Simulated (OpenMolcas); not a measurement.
Systems:
- [CoCl2], a model complex in vacuum: linear, Co–Cl 2.19 Å; shape imposed, not necessarily the one it adopts

Method: state-averaged CASSCF on the open d shell with SC-NEVPT2, ANO basis sets as named, scalar-relativistic DKH2, RICD, in OpenMolcas. State energies are spin-free and vertical. Orbital splittings and repulsion parameters are fits to the integrals of the highest spin's CASSCF orbitals. Times are rough, from shared cores.

```tsv
case	ground state	first state of the same spin (cm⁻¹)	first state of another spin (cm⁻¹)	Racah B (cm⁻¹)	basis functions	relative time
ANO-RCC-VDZP	quartet (2-fold)	quartet (2-fold) 1120	doublet (2-fold) 14720	1177	70	2
ANO-RCC-MB	quartet (2-fold)	quartet (2-fold) 1430	doublet (non-degenerate) 15720	1108	36	1
ANO-RCC-VDZ	quartet (2-fold)	quartet (2-fold) 1010	doublet (2-fold) 15140	1177	53	1
ANO-RCC-VTZP	quartet (2-fold)	quartet (2-fold) 866	doublet (2-fold) 14430	1179	127	3
```

The minimal active space holds the metal's open shell only. Bond lengths were set by rule and not optimised; energies are vertical at this geometry. Gaps under about 300 cm⁻¹ between spin-free states are not resolved by the perturbation step.
